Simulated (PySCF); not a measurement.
Identify the unknown among the candidates.

All candidates are C7H14.

- UV, strongest line: among the 10 lowest singlet transitions: S7 at 8.69 eV (143 nm, f = 0.062) [TDDFT CAM-B3LYP/def2-SVPD]
- Rotational structure: rotational constants A, B, C: 8.756, 0.973, 0.935 GHz [PBE0-D3(BJ)/def2-SVP]
- Triplet: lowest triplet excitation (Tamm–Dancoff): 7.72 eV [TDA CAM-B3LYP/def2-SVPD]
- Dipole: 0.12 D [CAM-B3LYP/def2-SVPD]
- Valence photoelectron: vertical ionisation energy: 10.01 eV [ΔSCF CAM-B3LYP/def2-SVPD]
- 13C NMR: chemical shifts (computed TMS as zero) by class: 39.1 (1 C), 35.6 (1 C), 27.0 (1 C), 16.7 (1 C), 13.0 (1 C), 6.3 (2 C) ppm [GIAO PBE0/pcSseg-1]
- UV, first state: lowest singlet excitation: 7.89 eV (157 nm, f = 0.005) [TDDFT CAM-B3LYP/def2-SVPD]
- Polarisability: 84.1 au [CAM-B3LYP/def2-SVPD]

The electronic properties come from PySCF, for the isolated species, density fitting. Levels stand in brackets. One conformer (not necessarily the lowest) at the PBE0-D3(BJ)/def2-SVP geometry, without solvent, vibrations or thermal averaging. Each NMR value is the plain mean over a class of atoms that symmetry, rotation or inversion makes alike.

Question: Which candidate is it?
A. `CCC1CCCC1`
B. `CC(C)=CC(C)C`
C. `CCCCC1CC1`

Answer: C. It is `CCCCC1CC1`. Numbering: `[CH3:1][CH2:2][CH2:3][CH2:4][CH:5]1[CH2:6][CH2:7]1`. Its formula, C7H14, gives 1 degree of unsaturation: 1 ring and 0 π bonds in the structure found. 7 carbons fall into 6 classes; from least to most shielded: chain CH2 carbon [C4] (39.1 ppm), chain CH2 carbon [C3] (35.6 ppm), chain CH2 carbon [C2] (27.0 ppm), methyl carbon [C1] (16.7 ppm), three-membered-ring carbon [C5] (13.0 ppm), three-membered-ring carbon [C6/C7] (6.3 ppm, 2 C). The first electron is taken from the HOMO, whose largest Löwdin shares are 0.29 on a three-membered-ring carbon, 0.19 on a three-membered-ring carbon, 0.16 on a three-membered-ring carbon and 0.09 on a chain CH2 carbon. The optimised geometry has point group C1 and is an asymmetric top.

The others, at the same levels:
- `CC(C)=CC(C)C` fails: its computed 13C shifts are 141.5 (1 C), 136.1 (1 C), 30.3 (1 C), 28.4 (1 C), 24.8 (2 C), 19.1 (1 C) ppm, rotational constant A is 4.217 GHz (against 8.756 GHz) and smallest rotational constant is 1.332 GHz (against 0.935 GHz).
- `CCC1CCCC1` fails: its computed lowest singlet excitation is 8.45 eV (147 nm, f = 0.002) (against 7.89 eV), lowest triplet excitation (Tamm–Dancoff) is 8.16 eV (against 7.72 eV) and strongest line among the 10 lowest singlet transitions is S8 at 9.18 eV (135 nm, f = 0.035) (against S7 at 8.69 eV).

Each candidate is one conformer, not necessarily the lowest. The conformers computed, where there is a choice (atom-mapped SMILES and torsion angles):
- `[CH3:1][CH2:2][CH2:3][CH2:4][CH:5]1[CH2:6][CH2:7]1`: C1–C2–C3–C4 180°, C2–C3–C4–C5 179°, C3–C4–C5–C6 -84°
- `[CH3:1][C:2]([CH3:3])=[CH:4][CH:5]([CH3:6])[CH3:7]`: C2–C4–C5–C6 119°

The conformers of `CCC1CCCC1` aren't listed.
